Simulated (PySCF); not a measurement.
Ionisation energy of N²⁺ by level of theory

N²⁺ [He] 2s2 2p1 (2P) → N³⁺ [He] 2s2 (1S), as a difference of total energies. Computed with PySCF 2.14 in jorge-DZP-DKH, with scalar relativity by spin-free X2C-1e. Correlated levels: valence: 1s2 frozen. The calculations carry no spin-orbit coupling.

```csv
method,ionisation energy (eV)
UHF,47.193
PBE,47.885
BP86,47.921
MP2 (valence),47.204
SCS-MP2 (valence),47.151
CCSD (valence),46.964
CCSD(T) (valence),46.978
```

Q: How much does correlation contribute at CCSD(T) (valence)?

A: 46.978 − (47.193) = -0.215 eV, measured against UHF.

Errors of the correlated levels include the incompleteness of this basis and the frozen core.

The coupled-cluster amplitudes are large for N³⁺ (T1 above 0.03 or a double amplitude above 0.15), so a single reference is strained.

For comparison: 47.445 eV (semi-empirical (NIST evaluation); NIST Atomic Spectra Database, ionization energies).
